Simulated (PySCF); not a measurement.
A family of related molecules: H2E=E'H2. All species are isolated molecules in the gas phase. One relaxed conformer stands for each flexible species; it need not be the lowest. Strings in code marks are SMILES.

These are PBE-D3(BJ)/def2-TZVP // CAM-B3LYP-D3(BJ)/def2-TZVP in PySCF 2.14.0 values and carry that method's errors. All candidates: neutral, multiplicity 1. 

The dipole moment is 0.60 D, the LUMO is -2.05 eV and the HOMO–LUMO gap is 3.64 eV.

**Question.** Identify which member has these values.
(A) `[NH2][AlH2]`
(B) `[CH2]=[SnH2]`
(C) `C=[SiH2]`
(D) `BN`

**Answer.** C, `C=[SiH2]`. The others give `[NH2][AlH2]`: 1.40 D, -1.37 eV, 4.86 eV; `[CH2]=[SnH2]`: 0.79 D, -2.30 eV, 2.95 eV; `BN`: 2.08 D, -0.73 eV, 6.61 eV
